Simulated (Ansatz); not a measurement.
Computed with Ansatz.

CH5InO3, SMILES `C[O][In]([OH])[OH]`. The species carries charge 0 and has multiplicity 1. In: def2 effective core potential. All single points use the PBE0-D4/def2-TZVP geometry. It is one conformer, not always the lowest.

```xyz
10

C    -0.424    0.055   -1.883
O    -0.586   -0.696   -0.703
In    0.175   -0.122    1.021
O    -0.102   -1.238    2.624
O     1.206    1.556    1.146
H     0.628    0.168   -2.172
H    -0.937   -0.474   -2.693
H    -0.861    1.059   -1.810
H    -0.619   -2.025    2.430
H     1.520    1.718    2.040
```

Question: What is the dipole moment at B3LYP/def2-TZVPP? (Best estimate.)

Answer: The calculation gave: 0.28 D, with components (-0.15, -0.22, -0.09) D in this frame, pointing from negative to positive charge.

Question: And with PBE, r2SCAN, ωB97M-V? (Estimate.)

Answer: The calculation gave: PBE 0.28 D, r2SCAN 0.29 D, ωB97M-V 0.26 D.

Question: Give the Mulliken charges with B3LYP, ωB97M-V, r2SCAN in def2-TZVPP. (Estimate.)

Answer: The calculation gave: 
```
atom  B3LYP  ωB97M-V  r2SCAN
  C1  -0.10    -0.17    0.03
  O2  -0.51    -0.51   -0.52
 In3   0.99     1.02    0.98
  O4  -0.51    -0.51   -0.52
  O5  -0.50    -0.50   -0.52
  H6   0.09     0.11    0.05
  H7   0.09     0.11    0.05
  H8   0.09     0.11    0.05
  H9   0.18     0.17    0.20
 H10   0.18     0.17    0.19
```

B3LYP here is the variant with VWN-RPA as its local correlation; programs differ in this.
